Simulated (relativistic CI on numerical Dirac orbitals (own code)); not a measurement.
# Pt5+: resonant inelastic scattering at the L2,3 edge

Computed with this model: Dirac-Coulomb-Breit CI, KLI orbitals optimised for each configuration, model QED (radiative potential, 1s self-energy scaled to tabulated hydrogen-like ionisation energies), valence Slater integrals scaled by 0.8, Kramers-Heisenberg scattering through one core-hole configuration in a parametric crystal field; configurations [Xe] 4f14 5d5 → [He] 2s2 2p5 3s2 3p6 3d10 4s2 4p6 4d10 4f14 5s2 5p6 5d6; 300 K; core-hole width 7.5 eV; summed over polarisations. Incident energies are the highest absorption maxima for each field (at most a few, so the weaker spin-orbit partner edge can be absent), on the computed scale of the free ion. Intensities are in per cent of the strongest line above 0.02 eV; levels within 1 cm⁻¹ are merged; final levels count from the ground level, the first row holds all elastic scattering, lines under 0.4 are left out and each table stops after 24 rows. The scale of the Slater integrals is a model choice and moves the terms in proportion.

Field parameters in Wybourne normalisation: Oh B⁴₀ = 21Dq, B⁴₄ = √(5/14) B⁴₀. The field is a parameter set, without covalency.

S is read from ⟨S²⟩ = S(S + 1).

Oh, 10Dq = 10000 cm⁻¹:

| Final level (eV) | Degeneracy | Irrep | S | 11567.4 eV |
| --- | --- | --- | --- | --- |
| 0.000 | 2 | Γ7 | 2.11 | 3022.1 |
| 0.097 | 4 | Γ8 | 2.26 | 100.0 |
| 1.255 | 2 | Γ7 | 1.44 | 90.9 |
| 1.944 | 4 | Γ8 | 1.38 | 34.4 |
| 2.255 | 4 | Γ8 | 1.35 | 7.3 |
| 2.521 | 2 | Γ6 | 1.44 | 1.8 |
| 2.557 | 4 | Γ8 | 1.37 | 38.3 |
| 2.562 | 2 | Γ7 | 1.40 | 33.5 |
| 2.799 | 4 | Γ8 | 1.28 | 22.0 |
| 2.907 | 2 | Γ6 | 1.41 | 0.8 |
| 2.955 | 2 | Γ7 | 1.13 | 18.3 |
| 3.005 | 4 | Γ8 | 1.23 | 26.7 |
| 3.190 | 2 | Γ6 | 1.21 | 5.6 |
| 3.236 | 4 | Γ8 | 1.20 | 14.4 |
| 3.290 | 4 | Γ8 | 1.31 | 41.6 |
| 3.398 | 4 | Γ8 | 1.36 | 18.9 |
| 3.407 | 2 | Γ7 | 1.23 | 18.5 |
| 3.695 | 2 | Γ6 | 1.41 | 1.3 |
| 3.944 | 4 | Γ8 | 1.36 | 31.3 |
| 3.962 | 2 | Γ7 | 1.34 | 24.3 |
| 4.028 | 4 | Γ8 | 1.23 | 7.1 |
| 4.036 | 2 | Γ7 | 1.25 | 19.8 |
| 4.102 | 2 | Γ6 | 1.35 | 1.3 |
| 4.264 | 4 | Γ8 | 1.22 | 6.2 |

Oh, 10Dq = 22550 cm⁻¹:

| Final level (eV) | Degeneracy | Irrep | S | 11567.2 eV |
| --- | --- | --- | --- | --- |
| 0.000 | 2 | Γ7 | 1.00 | 2306.5 |
| 1.031 | 4 | Γ8 | 1.79 | 44.4 |
| 1.655 | 2 | Γ7 | 2.06 | 13.0 |
| 1.671 | 4 | Γ8 | 1.11 | 97.4 |
| 2.378 | 4 | Γ8 | 1.54 | 100.0 |
| 2.660 | 2 | Γ6 | 1.46 | 18.5 |
| 2.822 | 4 | Γ8 | 1.62 | 40.2 |
| 2.986 | 2 | Γ7 | 1.43 | 34.7 |
| 3.125 | 2 | Γ6 | 1.44 | 1.4 |
| 3.191 | 4 | Γ8 | 1.30 | 46.1 |
| 3.285 | 4 | Γ8 | 1.32 | 91.8 |
| 3.373 | 2 | Γ7 | 1.42 | 24.6 |
| 3.516 | 4 | Γ8 | 1.14 | 21.1 |
| 3.704 | 2 | Γ7 | 0.95 | 29.5 |
| 3.917 | 2 | Γ6 | 0.79 | 15.1 |
| 4.266 | 4 | Γ8 | 0.91 | 61.8 |
| 4.343 | 2 | Γ7 | 1.09 | 6.7 |
| 4.507 | 4 | Γ8 | 1.03 | 3.3 |
| 4.651 | 4 | Γ8 | 0.96 | 3.8 |
| 4.849 | 2 | Γ6 | 1.14 | 1.9 |
| 4.909 | 4 | Γ8 | 1.19 | 10.2 |
| 5.248 | 2 | Γ7 | 1.25 | 3.6 |
| 5.302 | 4 | Γ8 | 1.15 | 8.8 |
| 5.420 | 4 | Γ8 | 1.34 | 2.2 |

For the first field the strongest loss at the lowest incident energy is the level at 0.10 eV (S = 2.26, against 2.12 in the thermal ground state). Levels of other spin, the first over 8 % at 1.25 eV, appear because spin-orbit coupling of the core hole, and in heavier ions of the valence shell too, mixes spins.
